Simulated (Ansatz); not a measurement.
The cluster Be₂F₃. Charge 0, multiplicity 2. Geometry r2SCAN-D4/def2-TZVP, basis def2-TZVP, Ansatz.

```xyz
5

Be   -0.060   -0.938   -1.300
Be    0.023    0.352    0.487
F     0.861   -0.864   -0.024
F    -0.899    0.287   -0.773
F     0.075    1.162    1.610
```

```csv
run,HOMO (eV),LUMO (eV)
A,-6.05,-1.96
B,-4.64,-2.24
C,-5.90,-1.85
D,-5.11,-2.35
E,-4.69,-2.76
F,-5.50,-2.19
```

HSE06 is defined as in plane-wave codes, on full-range PBE exchange. The structure comes from a short search, and lower isomers may exist.

HOMO and LUMO are taken over both spins.

Task: The runs used B97M-V, BLYP, HSE06, PBE0, r2SCAN, r2SCAN0. Estimate which is which.

Result: A r2SCAN0 (25 % exact exchange); B B97M-V (0 % exact exchange); C PBE0 (25 % exact exchange); D r2SCAN (0 % exact exchange); E BLYP (0 % exact exchange); F HSE06 (range-separated). Exact exchange lowers occupied and raises empty levels; among semilocal functionals meta-GGAs tend to open the gap a little, and such runs are hard to tell apart. The gap grows from 1.93 eV (BLYP) to 4.08 eV (r2SCAN0).
